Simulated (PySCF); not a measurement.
C2H6NO, SMILES C(=[OH+])(C)N, charge +1.

Geometry: B3LYP-D3(BJ)/def2-SVP. The isomer is the one that the SMILES or the coordinates give; other isomers of the formula were not compared. Other conformers were not sampled.

The numbers are results of B3LYP-D3(BJ)/def2-SVP (PySCF), not measurements.

No scaling factor is applied to the harmonic values.

Task: Give all harmonic wavenumbers and intensities. (The exact figures need the calculation; the answer reports its results.)

Result: 
| mode | ν (cm⁻¹) | IR (km/mol) | moving atoms (share of kinetic energy) |
|---|---|---|---|
| 1 | 108 | 1.8 | H 95 % |
| 2 | 434 | 2.0 | H 39 %, C 26 %, O 18 %, N 16 % |
| 3 | 530 | 11.6 | H 34 %, O 27 %, C 25 %, N 15 % |
| 4 | 532 | 54.8 | H 75 %, O 16 %, C 9 % |
| 5 | 547 | 14.0 | H 65 %, C 31 % |
| 6 | 685 | 242.2 | H 90 % |
| 7 | 762 | 42.1 | H 72 %, C 15 %, N 12 % |
| 8 | 893 | 9.8 | C 43 %, H 26 %, N 18 %, O 14 % |
| 9 | 1015 | 3.6 | H 74 %, C 22 % |
| 10 | 1055 | 12.6 | H 54 %, C 44 % |
| 11 | 1092 | 23.9 | H 53 %, O 25 %, N 19 % |
| 12 | 1199 | 154.3 | H 79 %, N 10 %, O 9 % |
| 13 | 1380 | 36.4 | H 84 %, C 14 % |
| 14 | 1437 | 18.5 | H 97 % |
| 15 | 1438 | 7.2 | H 92 % |
| 16 | 1535 | 197.7 | C 61 %, H 25 %, O 12 % |
| 17 | 1569 | 33.2 | H 67 %, C 24 % |
| 18 | 1754 | 293.5 | C 54 %, N 27 %, H 17 % |
| 19 | 3041 | 15.7 | H 97 % |
| 20 | 3120 | 9.6 | H 91 %, C 9 % |
| 21 | 3175 | 3.3 | H 90 %, C 10 % |
| 22 | 3518 | 211.3 | H 96 % |
| 23 | 3648 | 172.1 | H 91 %, N 9 % |
| 24 | 3754 | 244.2 | H 94 % |
